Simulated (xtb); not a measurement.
ketene (C2H2O), singlet, from a rough starting geometry; GFN2-xTB (xtb).

The xtb input:
```
$ xtb mol.xyz --gfn 2 --opt vtight --json

# file mol.xyz
5

C     -0.01733965     0.03151860    -0.49905301
C      0.02221223    -0.07264019     0.76869595
H      0.03821014     0.93374198    -1.10026453
H     -0.00162795    -0.94544100    -1.08760158
O      0.03834202    -0.05569073     1.91119193
```

Problem. Write the output that xtb gives for this input, abridged.

Solution. 
```
   ID    Z sym.   atoms
    1    6 C      1, 2
    2    1 H      3, 4
    3    8 O      5

           -------------------------------------------------
          |                Calculation Setup                |
           -------------------------------------------------

           -------------------------------------------------
          |                 G F N 2 - x T B                 |
           -------------------------------------------------

          ...................................................
          :                      SETUP                      :
          :.................................................:
          :  # basis functions                  14          :
          :  # atomic orbitals                  14          :
          :  # shells                            8          :
          :  # electrons                        16          :
          :  max. iterations                   250          :
          :  Hamiltonian                  GFN2-xTB          :
          :  restarted?                      false          :
          :  GBSA solvation                  false          :
          :  PC potential                    false          :
          :  electronic temp.          300.0000000     K    :
          :  accuracy                    1.0000000          :
          :  -> integral cutoff          0.2500000E+02      :
          :  -> integral neglect         0.1000000E-07      :
          :  -> SCF convergence          0.1000000E-05 Eh   :
          :  -> wf. convergence          0.1000000E-03 e    :
          :  Broyden damping             0.4000000          :
          :  net charge                          0          :
          :  unpaired electrons                  0          :
          ...................................................

 iter      E             dE          RMSdq      gap      omega  full diag
   1     -9.4165115 -0.941651E+01  0.718E+00    5.00       0.0  T
   2     -9.4571662 -0.406547E-01  0.445E+00    3.38       1.0  T
   3     -9.4689930 -0.118267E-01  0.257E+00    4.11       1.0  T
   4     -9.4739104 -0.491739E-02  0.357E-01    3.71       1.0  T
   5     -9.4742567 -0.346352E-03  0.116E-01    3.76       1.0  T
   6     -9.4742750 -0.182116E-04  0.376E-02    3.78       1.2  T
   7     -9.4742730  0.192105E-05  0.402E-02    3.76       1.1  T
   8     -9.4742786 -0.560852E-05  0.192E-03    3.77      23.4  T
   9     -9.4742786  0.901001E-08  0.190E-03    3.77      23.6  T
[...]
 * total energy  :    -9.3162454 Eh     change       -0.3106591E-02 Eh
 * total energy  :    -9.3092103 Eh     change        0.7035100E-02 Eh
 * total energy  :    -9.3172819 Eh     change       -0.8071573E-02 Eh
 * total energy  :    -9.3124196 Eh     change        0.4862285E-02 Eh
 * total energy  :    -9.3180028 Eh     change       -0.5583204E-02 Eh
 * total energy  :    -9.3181043 Eh     change       -0.1015343E-03 Eh
 * total energy  :    -9.3181618 Eh     change       -0.5744939E-04 Eh
 * total energy  :    -9.3181748 Eh     change       -0.1297730E-04 Eh
 * total energy  :    -9.3181813 Eh     change       -0.6508728E-05 Eh
 * total energy  :    -9.3181846 Eh     change       -0.3299828E-05 Eh
 * total energy  :    -9.3181870 Eh     change       -0.2449684E-05 Eh
 * total energy  :    -9.3181870 Eh     change       -0.3335537E-07 Eh
   *** GEOMETRY OPTIMIZATION CONVERGED AFTER 13 ITERATIONS ***
         :: total energy              -9.318187044621 Eh    ::
[...]
        14                          1.1782354              32.0614
      -------------------------------------------------------------
                  HL-Gap            0.1355605 Eh            3.6888 eV
             Fermi-level           -0.3225639 Eh           -8.7774 eV

     #   Z          covCN         q      C6AA      α(0)
     1   6 C        2.834    -0.204    33.390     9.469
     2   6 C        1.836     0.252    25.335     8.132
     3   1 H        0.926     0.096     1.822     2.111
     4   1 H        0.926     0.096     1.822     2.111
     5   8 O        0.856    -0.240    18.729     5.802

 Mol. C6AA /au·bohr⁶  :        316.242889
 Mol. C8AA /au·bohr⁸  :       7519.984981
 Mol. α(0) /au        :         27.624992

Wiberg/Mayer (AO) data.
largest (>0.10) Wiberg bond orders for each atom

 ---------------------------------------------------------------------------
     #   Z sym  total        # sym  WBO       # sym  WBO       # sym  WBO
 ---------------------------------------------------------------------------
     1   6 C    3.906 --     2 C    1.808     4 H    0.917     3 H    0.917
                             5 O    0.265
     2   6 C    3.881 --     5 O    2.009     1 C    1.808
     3   1 H    0.991 --     1 C    0.917
     4   1 H    0.991 --     1 C    0.917
     5   8 O    2.354 --     2 C    2.009     1 C    0.265
 ---------------------------------------------------------------------------

Topologies differ in total number of bonds
Writing topology from bond orders to xtbtopo.mol

molecular dipole:
                 x           y           z       tot (Debye)
 q only:       -0.007       0.012      -0.698
   full:       -0.008       0.014      -0.804       2.043
molecular quadrupole (traceless):
                xx          xy          yy          xz          yz          zz
 q only:        0.735       0.020       1.597      -0.061       0.113      -2.332
  q+dip:       -0.157       0.051       2.187      -0.054       0.124      -2.029
   full:        0.436       0.056       3.008      -0.073       0.164      -3.444

optimized geometry written to: xtbopt.xyz

           -------------------------------------------------
          | TOTAL ENERGY               -9.318187044621 Eh   |
          | GRADIENT NORM               0.000048752975 Eh/α |
          | HOMO-LUMO GAP               3.688789823722 eV   |
           -------------------------------------------------

normal termination of xtb
```
